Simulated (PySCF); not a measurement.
A structure optimised at PBE-D3(BJ)/def2-SVP, used in a PySCF frequency run:

```
C
C 1 1.3451
H 1 1.1041 2 120.24
H 2 1.1043 1 122.50 3 179.32
H 2 1.1050 4 115.83 1 179.86
Sn 1 2.1452 3 118.24 2 179.71
H 6 1.7271 1 113.74 3 51.87
H 6 1.7283 7 113.09 1 -125.77
Br 6 2.5315 7 105.17 8 -116.46
```
Charge 0, spin multiplicity 1.

**Question.** Write its SMILES and formula.

**Answer.** C=[CH][SnH2][Br], C₂H₅BrSn

**Question.** What are its rotational constants (standard atomic weights)?

**Answer.** 4.4275, 1.0738, 0.90406 GHz
